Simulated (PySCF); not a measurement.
# From computed data to an observable: entropy of an ideal gas

tetrachloroaluminate (AlCl4), SMILES [Cl][Al-]([Cl])([Cl])[Cl], charge -1.

Geometry: B3LYP-D3(BJ)/def2-SVPD.

B3LYP-D3(BJ)/def2-SVPD run with PySCF gives the harmonic wavenumbers 108, 108, 168, 168, 168, 329, 485, 485, 485 cm⁻¹ and the rotational temperatures 0.0539, 0.0539, 0.0539 K. The molar mass is 168.78 g/mol, the symmetry number 12, the spin multiplicity 1.

**Question.** Work out the entropy at 298.15 K and 1 atm in the rigid-rotor, harmonic-oscillator model.

**Answer.** 
Translation (Sackur–Tetrode at 1 atm): S = R[1.5 ln M + 2.5 ln T − 1.16487] = 172.7 J/(mol K).
Rotation: q = (√π/σ) T^1.5/√(θA θB θC) = 60800, S = R[ln q + 3/2] = 104.1 J/(mol K).
Vibration: with u = 1.4388 ν/T, each mode gives R[u/(e^u − 1) − ln(1 − e^−u)]:
```json
[
 {"ν (cm⁻¹)": "108", "modes": "2", "u": "0.52", "S (J/(mol K))": "27.65"},
 {"ν (cm⁻¹)": "168", "modes": "3", "u": "0.81", "S (J/(mol K))": "30.85"},
 {"ν (cm⁻¹)": "329", "modes": "1", "u": "1.59", "S (J/(mol K))": "5.29"},
 {"ν (cm⁻¹)": "485", "modes": "3", "u": "2.34", "S (J/(mol K))": "8.75"}
]
```
These are all the modes. Sum 72.5 J/(mol K).
Spin: R ln 1 = 0.0 J/(mol K).
Total 349.3 J/(mol K); the program's own thermochemistry gives 349.2. Translation makes up 49 % and vibration 21 %. Anharmonicity, hindered rotation and orbital degeneracy are left out.
